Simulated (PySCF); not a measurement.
**C6H14O: core ionisation energies**

Compound: neo-PeOMe, C₆H₁₄O.
Bonds: C1–O2, O2–C3, C3–C4, C4–C5, C4–C6, C4–C7. Hydrogens: H8, H9, H10 on C1; H11, H12 on C3; H13, H14, H15 on C5; H16, H17, H18 on C6; H19, H20, H21 on C7.

Method used: delta-SCF UKS SCAN, pcX-2 on the ionised atom, pcseg-1 elsewhere, spin-free X2C in PySCF 2.14.0. Vertical ΔSCF values, vacuum level as zero.

Q: Give the core binding energies atom by atom.

A: 
```
 atom(s)     bonded to  level  binding energy (eV)  above the level's lowest (eV)  count
      C1     O and 3 H   C 1s               292.12                          +2.00      1
      O2           2 C   O 1s               538.24                           0.00      1
      C3  O, C and 2 H   C 1s               291.67                          +1.55      1
      C4           4 C   C 1s               290.48                          +0.36      1
C5/C6/C7     C and 3 H   C 1s               290.12                           0.00      3
```

Lowest listed C 1s: C5/C6/C7, bonded to C and 3 H. Highest, 2.00 eV above it: C1, bonded to O and 3 H. Summing the Pauling electronegativity differences to the bonded atoms, each weighted by its formal bond order, gives -1.05 for the lowest site and -0.16 for the highest; the largest sum, +0.19, belongs to C3, 0.45 eV below the top.

Q: Which effective nuclear charge Zeff reproduces each element's mean 1s value in the hydrogen-like formula E = 13.606 eV × Zeff²?

A: C (Z = 6): mean 290.8 eV, Zeff = 4.62, Z − Zeff = 1.38; O (Z = 8): mean 538.2 eV, Zeff = 6.29, Z − Zeff = 1.71. Means run over the listed sites, weighted by atom count.

Q: What is the C 1s shift of C4 against C3?

A: 290.48 − 291.67 = -1.19 eV, or -115 kJ/mol.

One atom of each set of topologically equivalent atoms was ionised and stands for the set; in this conformer not all members are related by symmetry, and their own values weren't computed. Isolated species at its PBE0-D3(BJ)/def2-SVP geometry (one conformer only).

Conformer computed: `[CH3:1][O:2][CH2:3][C:4]([CH3:5])([CH3:6])[CH3:7]`: C1–O2–C3–C4 179°, O2–C3–C4–C5 -61°.
